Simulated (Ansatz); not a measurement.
MnH, multiplicity 7 (the spin of the measured ground state), most abundant isotopes (54.9380 and 1.0078 u). Constants from fifth-degree fits in 1/R to seven points on the lowest solution found; no spin–orbit coupling, no relativity up to Kr; ω_e x_e and α_e move by some per cent with the fit.

Correlated levels freeze the inner cores; with def2 sets outer-core shells near the valence are correlated too. CBS: X⁻³ extrapolation of the correlation energy, Hartree–Fock from the larger set.

Programs: Ansatz (a first-principles code) with Gaussian orbitals. Values without a source in brackets are computed.

| level | r_e (Å) | ω_e (cm⁻¹) | ω_e x_e (cm⁻¹) | α_e (cm⁻¹) |
|---|---|---|---|---|
| PBE/def2-TZVPP | 1.7151 | 1522.1 | 27.2 | 0.166 |
| CCSD(T)/CBS(def2-TZVPP, def2-QZVPP) | 1.7062 | 1669.5 | 45.0 | 0.191 |

Task: Predict ω_e, ω_e x_e, B_e and the fall in zero-point energy on putting deuterium (2.014102 u) for H, at CCSD(T)/CBS(def2-TZVPP, def2-QZVPP).

Result: 
The curve stays; ρ = √(μ_H/μ_D) = √(0.98967/1.94287) = 0.71371. ω_e scales with ρ: 1192 cm⁻¹; ω_e x_e and B_e with ρ²: 22.9 and 2.980 cm⁻¹. The zero-point energy falls by 233 cm⁻¹, by which D₀ of the deuteride is larger.
